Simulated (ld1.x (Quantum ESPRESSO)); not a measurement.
Before and after: RRKJ potential for copper

* Element: copper
* Generator: ld1.x (Quantum ESPRESSO) 7.5
* Type: norm-conserving RRKJ (Kleinman–Bylander form)
* Functional: LDA (PZ)
* Relativity: scalar-relativistic
* Frozen core: [Ne]
* Valence charge: 19
* Reference configuration: 3s2 3p6 3d8 4s0 4p0 (charge +3)
* Partial waves: 3p (bound): rc 0.90 bohr; 3d (bound): rc 0.70 bohr; 3s (bound): rc 1.10 bohr
* Local potential: the s channel
* Core correction: a·sin(br)/r model core, default radius (core density twice the valence density)
* rho0: 0.01

All-electron outer shells of the reference configuration (LDA (PZ), scalar-relativistic, ld1.x):

```json
{"shell": "2p", "level (eV)": "-963.71", "outermost node (bohr)": "–", "outermost maximum (bohr)": "0.16"}
{"shell": "3s", "level (eV)": "-160.16", "outermost node (bohr)": "0.29", "outermost maximum (bohr)": "0.61"}
{"shell": "3p", "level (eV)": "-117.73", "outermost node (bohr)": "0.26", "outermost maximum (bohr)": "0.62"}
{"shell": "3d", "level (eV)": "-49.25", "outermost node (bohr)": "–", "outermost maximum (bohr)": "0.58"}
{"shell": "4s", "level (eV)": "-34.63", "outermost node (bohr)": "0.86", "outermost maximum (bohr)": "1.81"}
{"shell": "4p", "level (eV)": "-26.02", "outermost node (bohr)": "0.92", "outermost maximum (bohr)": "2.08"}
```

Change: functional PBE.

Cutoffs: the cutoffs (Ry, on a coarse ladder) from which the occupation-weighted sum of valence levels, in a spherical-Bessel basis at the reference potential, stays within 10 and 1 mRy of its value at 400 Ry; they do not see the model core or the augmentation charge, which bear on the density cutoff. Errors are all-electron minus pseudo energies relative to the spin-unpolarised reference configuration.

Q: What does the change do?

A: The number of tests with a reliable result goes from 9 to 7; the errors of the 7 common tests hardly move; neither file shows a bound ghost.

| quantity | base | changed |
| --- | --- | --- |
| cutoff, loose | over 300 Ry | over 300 Ry |
| cutoff, tight | over 300 Ry | over 300 Ry |
| bound ghosts | none | none |
| error for 3s2 3p6 3d10 4s1 4p0, meV [ΔE -69.49 → -68.50 eV] | +723 | +715 |
| error for 3s2 3p6 3d10 4s0 4p0, meV [ΔE -61.05 → -60.35 eV] | +96 | +98 |
| error for 3s2 3p6 3d9 4s0 4p0, meV [ΔE -39.36 → -39.02 eV] | +36 | +36 |
| error for 3s2 3p6 3d9 4s2 4p0, meV [ΔE -67.48 → -66.53 eV] | +1673 | +1658 |
| error for 3s2 3p6 3d10 4s0.5 4p0, meV [ΔE -66.18 → -65.34 eV] | +460 | +456 |
| error for 3s2 3p6 3d7 4s0 4p0, meV [ΔE 60.03 → 59.71 eV] | +49 | +50 |
| error for 3s2 3p6 3d9 4s1 4p1, meV [ΔE -62.55 → -61.69 eV] | +1043 | +1033 |
| s: phases at 1.19 bohr within 0.05 rad from the reference energy up to (Ry; the scan ends near 5) | -4.1 | -4.1 |
| p: phases at 1.19 bohr within 0.05 rad from the reference energy up to (Ry; the scan ends near 5) | -0.2 | -0.2 |
| d: phases at 1.19 bohr within 0.05 rad from the reference energy up to (Ry; the scan ends near 5) | 2.9 | 3.0 |
